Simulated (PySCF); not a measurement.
## Excitation energy of Gd²⁺ by level of theory

Gd²⁺ [Xe] 4f7 5d1 (9D) → Gd²⁺ [Xe] 4f8 (7F), as a difference of total energies. Calculation: PySCF 2.14, in cc-pVDZ-X2C; scalar relativity by spin-free X2C-1e. Correlated levels: valence: [Kr] 4d10 frozen; valence and next inner shell: [Ar] 3d10 frozen. The calculations carry no spin-orbit coupling.

```tsv
method	excitation energy (cm⁻¹)
UHF	28990
LDA	-8534.8
PBE	-7776.1
PBE0	249.99
r2SCAN	-1088.6
MP2 (valence)	8368.4
SCS-MP2 (valence)	8844.3
MP2 (valence and next inner shell)	5733.5
SCS-MP2 (valence and next inner shell)	6776.3
```

A first-order spin-orbit estimate (lowest level to lowest level, LS coupling) adds -0.121 eV.
